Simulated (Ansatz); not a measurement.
Geometry optimisation, RKS PBE0-D4/def2-SVP in Ansatz.

Input:

```yaml
crystal:
  periodic: [false, false, false]
  atoms:
    - { symbol: B, position_ang: [0.0, 0.0, 0.0] }
    - { symbol: "N", position_ang: [0.0, 0.0, 1.9] }
    - { symbol: H, position_ang: [-0.877, -0.2713, 2.43] }
    - { symbol: H, position_ang: [0.877, 0.2713, 2.43] }
    - { symbol: H, position_ang: [1.0305, 0.0, -0.595] }
    - { symbol: "N", position_ang: [-1.3423, 0.0, -0.775] }
    - { symbol: H, position_ang: [-2.0112, -0.8164, -0.6764] }
    - { symbol: H, position_ang: [-1.5914, 0.8164, -1.4036] }
    - { symbol: S, position_ang: [-0.6372, 1.9782, 0.6906] }
    - { symbol: H, position_ang: [-1.9264, 2.2463, 0.2151] }
    - { symbol: H, position_ang: [-0.3497, 1.0857, 1.7562] }
basis:
  gaussian: { orbitals: def2-SVP }
hamiltonian:
  xc: pbe0
  dispersion: d4
relax:
  f_tol: 0.15
  max_steps: 25
  restrain:
    - { distance: [0, 8], at: 1.89, k: 30.0 }
    - { distance: [10, 1], at: 1.06, k: 30.0 }
    - { distance: [0, 1], at: 2.75, k: 30.0 }
    - { distance: [10, 8], at: 2.6, k: 30.0 }
output:
  orbitals: {}
```

Launched with:

```bash
$ ansatz run input.yaml --threads 2 --pin off --max-ram 3072MiB --backend cpu --events-out ev --progress --plain --runs-dir out
```

Q: Where does it end, and by what steps?

A: It converged. The restraints hold the end off the free minimum. After 12 steps the energy has fallen by 4.762 eV (the restraints' own energy left out); H8 moved furthest, 1.02 Å. Parted: S9–H11 (1.42 → 2.60 Å).

```
step  energy less start (eV)  largest force component (eV/Å)  accepted
   0                  0.0000                           6.143       yes
   1                 -1.3128                           3.381       yes
   2                 -1.7627                           3.106       yes
   3                 -2.3115                           2.601       yes
   4                 -3.4180                           2.672       yes
   5                 -4.1384                           1.952       yes
   6                 -4.4543                           1.184       yes
   7                 -4.6166                           1.246       yes
   8                 -4.6891                           0.805       yes
   9                 -4.7286                           0.815       yes
  10                 -4.7271                           1.011        no
  11                 -4.7592                           0.712       yes
  12                 -4.7616                           0.697       yes
```

```xyz
11
Properties=species:S:1:pos:R:3
B -0.282 0.627 -0.439
N -0.135 -0.073 2.220
H -0.800 -0.350 2.940
H 0.791 -0.296 2.583
H 0.820 0.134 -0.472
N -1.398 -0.054 -0.919
H -1.351 -1.039 -1.139
H -2.338 0.318 -0.922
S -0.312 2.438 0.026
H -1.645 2.642 -0.069
H -0.177 0.963 2.163
```

The run took 49 s on 2 threads of Arm Neoverse N1, with other jobs on the host, peak memory 0.19 GiB.
